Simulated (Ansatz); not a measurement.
Basis sets compared for InMe2(acnac) (C7H14InNO). Total charge 0; singlet. Geometry PBE-D4/def2-SVP. Ansatz on 4 threads of Intel Xeon Platinum 8488C on a shared host; times are rough, and most runs start from earlier orbitals.

```xyz
24

In    0.318    1.318    1.186
C     1.880    2.681    0.527
H     2.392    2.237   -0.349
H     2.622    2.854    1.331
H     1.446    3.657    0.232
C    -0.903    1.083    2.971
H    -1.533    0.180    2.857
H    -1.558    1.964    3.123
H    -0.261    0.965    3.867
O     1.135   -0.694    0.811
C     0.783   -1.536   -0.094
C     1.542   -2.847   -0.063
C    -0.212   -1.353   -1.078
C    -1.031   -0.213   -1.297
C    -2.016   -0.272   -2.449
N    -0.993    0.903   -0.575
H     1.238   -3.548   -0.862
H     2.629   -2.642   -0.148
H     1.393   -3.333    0.924
H    -0.371   -2.194   -1.765
H    -2.020   -1.257   -2.949
H    -1.767    0.500   -3.207
H    -3.045   -0.058   -2.090
H    -1.666    1.605   -0.904
```

In the def2 sets In takes a core potential; there is no spin–orbit coupling.

Binding counts from free atoms (In doublet, C triplet, H doublet, O triplet, N quartet) in the same basis, without a counterpoise term.

| level | functions | energy (Eh) | HOMO (eV) | LUMO (eV) | binding per atom (eV) | wall time |
| --- | --- | --- | --- | --- | --- | --- |
| PBE-D4/def2-SVP | 222 | -594.5259 | -4.90 | -1.76 | 4.30 | 2.8 s |
| PBE0-D4/def2-SVP | 222 | -594.5667 | -5.96 | -0.93 | 4.22 | 4.1 s |

(1) Estimate the rows for PBE-D4/def2-TZVP (with forces), PBE0-D4/def2-TZVP.

Answers

(1) 
| level | functions | energy (Eh) | HOMO (eV) | LUMO (eV) | binding per atom (eV) | wall time |
| --- | --- | --- | --- | --- | --- | --- |
| PBE-D4/def2-TZVP (with forces) | 413 | -594.9831 | -5.06 | -1.96 | 4.26 | 7 s |
| PBE0-D4/def2-TZVP | 413 | -595.0149 | -6.07 | -1.09 | 4.18 | 12 s |
